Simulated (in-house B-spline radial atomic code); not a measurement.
RPA and G0W0 on HSE06: the ruthenium ion Ru³⁺

Configuration [Kr] 4d5, highest spin, mean-field start HSE06. Computed with an all-electron radial atomic-structure program (B-spline basis): all electrons, non-relativistic, point nucleus, each spin shell either full or empty, empty states to l = 9 with an (l + 1/2)⁻⁴ tail; G0W0 by contour deformation at full frequency.

Without relativity these are model numbers: it shifts the levels of so heavy an element strongly and can reorder them.

Command:
```bash
python run_gw.py task.json out
```
Settings (radii: box in bohr, nucleus in fm):
```
Z                        44
electrons                41
configuration            [Kr] 4d5
hamiltonian              nr
method                   hse06
lmax                     9
spin_polarised           True
box_radius               14.14
intervals                52
```

Cost of the run: 3 s on 1 thread of Arm Neoverse V2, with other jobs on the host.

Energies (hartree):

```
                                     term        value
                         mean-field total  -4441.37324
Hartree-Fock functional on these orbitals  -4439.76968
                      direct second order      -3.3614
                    second-order exchange      0.97007
                         SOSEX correction      0.90765
```

What is the RPA correlation energy, and what remains with SOSEX?

RPA gives -2.9915 hartree (-1.99 eV per electron); RPA + SOSEX gives -2.0838, and the second-order doubles -2.3913 hartree (no singles). SOSEX takes back 30 % of the RPA value.

Quasi-particle levels (eV):

```json
{"level": "4d up", "occupied": "yes", "mean field": "-41.00", "Σx - vxc": "-5.71", "Σc": "?", "QP weight": "?", "G0W0": "?"}
{"level": "4p down", "occupied": "yes", "mean field": "-79.12", "Σx - vxc": "-6.54", "Σc": "0.35", "QP weight": "0.921", "G0W0": "-85.31"}
{"level": "4d down", "occupied": "no", "mean field": "-33.47", "Σx - vxc": "8.06", "Σc": "-3.71", "QP weight": "0.945", "G0W0": "-29.115"}
```

G0W0 = mean field + (Σx - vxc) + Σc, with Σc (partial-wave tail included) taken at the quasi-particle energy. Only the outer levels were computed. Levels of low weight are left out.

Where does G0W0 put 4d up?

At -46.75 eV, with Σc = -0.04 eV and a quasi-particle weight of 0.943. The tabulated removal energy is 45 ± 1.7 eV (NIST, tabulated theory); the calculation leaves out relativity, Breit and QED terms, and what these don't explain is the method's own error.
